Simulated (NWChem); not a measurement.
System: SiPH4, doublet; SMILES [PH][SiH3]

All runs: NWChem. Spin-unrestricted. Coordinates come from a PBE0/def2-SVP, spin-unrestricted optimisation. No stability test was run on the SCF state.

Task: Estimate the computed values for B3LYP/def2-SVPD. Quantities: highest occupied level (eV); lowest empty minus highest occupied level, either spin (eV); dipole (D); <S²>.

Result: The highest occupied level (eV) is -6.85 and the lowest empty minus highest occupied level, either spin (eV) comes out as 3.16. The dipole (D) comes out as 0.53 and the <S²> comes out as 0.754.
